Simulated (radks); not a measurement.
Fractional charge and spin in the 5p shell of cerium: the spin-up occupation runs from 2 to 3 and the spin-down occupation from 2 to 3; the fullest corner is Ce3+, [Kr] 4d10 4f(up 0.5, down 0.5) 5s2 5p(up 3, down 3). Method: scalar-relativistic Kohn-Sham, PBE, spin-polarised, spherical densities, finite nucleus; Fermi nuclear charge, rms radius of each element as measured or else 0.836 A^(1/3) + 0.57 fm; computed with a radial shooting solver on a logarithmic mesh with Libxc functionals. Energy (eV) minus the two flat planes that join the four corners (they meet along the diagonal where the two added fractions sum to one electron); zero is where a piecewise linear energy would lie.

| down \ up | 2 | 2.25 | 2.5 | 2.75 | 3 |
|---|---|---|---|---|---|
| 2 | 0.000 | -1.180 | -1.570 | -1.175 | 0.000 |
| 2.25 | -1.180 | -1.509 | -1.055 | 0.175 | -1.127 |
| 2.5 | -1.570 | -1.055 | 0.234 | -1.013 | -1.498 |
| 2.75 | -1.175 | 0.175 | -1.013 | -1.443 | -1.120 |
| 3 | 0.000 | -1.127 | -1.498 | -1.120 | 0.000 |

Corners above the fullest one (they belong to Ce4+ and the next ion): (up 3, down 2) 51.862 eV, (up 2, down 3) 51.862 eV, (up 2, down 2) 116.94 eV. With half an added electron in each spin the energy lies 0.234 eV from the planes, and with half an added electron in spin up alone -1.570 eV. The planes are only a guide here: the flat-plane condition holds for ground states with one frontier orbital, while this shell lies below other occupied shells, so the corners above the fullest one are inner-hole states and not the ground states of those ions.
